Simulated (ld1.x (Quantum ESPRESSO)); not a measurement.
**Transferability test, ultrasoft potential for V**

* Element: V
* Generator: ld1.x (Quantum ESPRESSO) 7.5
* Type: ultrasoft
* Functional: PW91
* Relativity: scalar-relativistic
* Frozen core: [Ne] 3s2
* Valence charge: 11
* Reference configuration: 3p6 3d3 4s0 4p0 (charge +2)
* Partial waves: 4s (bound, empty): rcut 1.70, rcutus 2.25 bohr; 4s channel at 1.5 Ry: rcut 1.70, rcutus 2.25 bohr; 3p (bound): rcut 1.35, rcutus 1.65 bohr; 4p (bound, empty): rcut 1.35, rcutus 1.65 bohr; 3d (bound): rcut 1.05, rcutus 1.40 bohr; 3d channel at -1.1 Ry: rcut 1.05, rcutus 1.40 bohr
* Local potential: all-electron potential smoothed inside 1.75 bohr (lloc = -1)
* Core correction: none
* Augmentation charge: PSQ, inside the norm-conserving radii

Energies are relative to the spin-unpolarised reference configuration 3p6 3d3 4s0 4p0; without spin polarisation the order of configurations can differ from experiment.

Problem. Give the all-electron excitation energy and the error of the potential for: 3p6 3d3 4s2 4p0; 3p6 3d3 4s1 4p0; 3p6 3d2 4s0 4p0; 3p6 3d3 4s0 4p1; 3p6 3d3 4s1.5 4p0; 3p6 3d4 4s0 4p0; 3p6 3d3.5 4s1.5 4p0.

Solution.

```tsv
valence configuration	charge	ΔE all-electron (eV)	error AE − PS (meV)
3p6 3d3 4s2 4p0	0	-22.109	+66
3p6 3d3 4s1 4p0	+1	-14.324	+28
3p6 3d2 4s0 4p0	+3	28.997	+1.3
3p6 3d3 4s0 4p1	+1	-10.206	+17
3p6 3d3 4s1.5 4p0	+0.5	-18.993	+48
3p6 3d4 4s0 4p0	+1	-14.901	+8.6
3p6 3d3.5 4s1.5 4p0	0	-22.064	+49
```

Levels in the configuration 3p6 3d3.5 4s1.5 4p0:

| level | all-electron (eV) | pseudo (eV) |
| --- | --- | --- |
| 3p | -42.111 | -42.100 |
| 3d | -3.665 | -3.674 |
| 4s | -4.283 | -4.314 |
